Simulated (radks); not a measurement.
Problem. All-electron atom: Tm LI in [Ar] 3d1. All-electron calculation, scalar-relativistic Kohn-Sham, BLYP, spin-polarised, spherical densities, finite nucleus; open shells are filled with parallel spins first (spin-orbit coupling, left out, can overturn this in heavy ions); Fermi nuclear charge, rms radius 5.2256 fm. Program: a radial shooting solver on a logarithmic mesh with Libxc functionals. Some entries of the table are withheld. Estimate them.

| orbital | occ. | eigenvalue (hartree) | <1/r> (bohr^-1) | <r> (bohr) |
|---|---|---|---|---|
| 1s up | 1 | -2301.055 | 79.07 | 0.02001 |
| 1s down | 1 | -2301.053 | 79.07 | 0.02001 |
| 2s up | 1 | -487.1244 | 18.57 | 0.08421 |
| 2s down | 1 | -486.9191 | 18.58 | 0.08418 |
| 2p up | 3 | -444.8496 | 17.09 | (1) |
| 2p down | 3 | -444.6896 | 17.09 | (2) |
| 3s up | 1 | -186.2523 | 7.374 | 0.2067 |
| 3s down | 1 | -186.0245 | 7.367 | 0.2068 |
| 3p up | 3 | -173.5216 | 6.926 | 0.2028 |
| 3p down | 3 | -173.2863 | 6.919 | 0.2030 |
| 3d up | 1 | -160.6142 | 6.582 | 0.1795 |
| 3d down | 0 | -160.3129 | 6.578 | 0.1797 |

Solution. 
(1) 2p up <r> (bohr): 0.07470
(2) 2p down <r> (bohr): 0.07467
